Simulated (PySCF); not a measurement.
Excitation energy of Tl by level of theory

Tl [Xe] 4f14 5d10 6s2 6p1 (2P) → Tl [Xe] 4f14 5d10 6s1 6p1 6d1 (high-spin determinant), as a difference of total energies. All numbers are calculated (PySCF 2.14, the spin-free X2C one-electron Hamiltonian (Gaussian nucleus), in aug-cc-pVTZ-DK3 (9s8p6d3f, 84 functions)). Correlated levels: valence: [Xe] 4f14 5d10 frozen. The calculations carry no spin-orbit coupling.

```json
{"method": "UHF", "excitation energy (eV)": "9.285"}
{"method": "LDA", "excitation energy (eV)": "11.253"}
{"method": "PBE", "excitation energy (eV)": "10.802"}
{"method": "PBE0", "excitation energy (eV)": "10.606"}
{"method": "r2SCAN", "excitation energy (eV)": "10.815"}
{"method": "B3LYP", "excitation energy (eV)": "10.906"}
{"method": "MN15", "excitation energy (eV)": "11.399"}
{"method": "MP2 (valence)", "excitation energy (eV)": "9.861"}
{"method": "SCS-MP2 (valence)", "excitation energy (eV)": "10.046"}
```

Task: How much does correlation contribute at MP2 (valence)?

Result: 9.861 − (9.285) = 0.576 eV, measured against UHF.

A first-order spin-orbit estimate (lowest level to lowest level, LS coupling) adds -0.039 eV.

The upper state lies above the first ionisation limit, but in LS coupling its spin forbids autoionisation to the ground ion; at this Z spin-orbit coupling breaks that rule.

The promoted electron is Rydberg-like, and one or two diffuse shells describe it only roughly, which tends to raise the upper state.

The determinant of the upper state mixes LS terms, which raises its energy above the lowest term, most at the Hartree-Fock and MP2 levels.
